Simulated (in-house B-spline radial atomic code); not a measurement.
## Ru4+: [Ar] 3d10 4s2 4p5 4d4 8s1 (an excited or competing configuration)

All numbers are computed (Dirac-Hartree-Fock, average of configuration; Fermi nucleus of rms radius 4.4809 fm) with a radial B-spline atomic code at the basis-set limit, not measured.

Screening seen three ways: the hydrogenic charge with the same mean radius, Z_r = [3n² - l(l+1)]/(2<r>), the one with the same energy, Z_e = n√(-2ε), and Slater's rules. Values are occupation-weighted means over j. An effective charge above Z reflects the relativistic contraction of the inner shells.

```
shell  electrons   ε (eV)  <r> (bohr)    Z_r    Z_e  Slater
   1s          2   -22323     0.03343  44.87  40.51   43.70
   2s          2  -3350.7       0.145  41.37  31.39   39.85
   2p          6  -3003.5      0.1268  39.42  29.72   39.85
   3s          2  -682.94      0.3997  33.78  21.25   32.75
   3p          6  -565.38      0.4008  31.19  19.34   32.75
   3d         10  -375.88      0.3825  27.45  15.77   22.85
   4s          2  -158.75      0.9972  24.07  13.66   16.60
   4p          5  -123.35       1.079  21.32  12.04   16.60
   4d          4  -72.447       1.308  16.05   9.23    7.95
   8s          1  -10.043       10.21   9.40   6.87    5.00
```

The least bound orbital is 8s1/2 at -10.04 eV, and it is also the most diffuse (<r> = 10.21 bohr).

Spin-orbit splittings of the orbital energies (j = l + 1/2 above j = l - 1/2 when positive): 2p 131.7 eV, 3p 23.16 eV, 3d 4.449 eV, 4p 3.848 eV, 4d 0.4873 eV.

For the 1s electron the small component carries 2.58 % of the norm, the zero-frequency Breit interaction raises the level by 44.91 eV, self-energy by 24.78 eV, and vacuum polarisation lowers it by 2.96 eV.
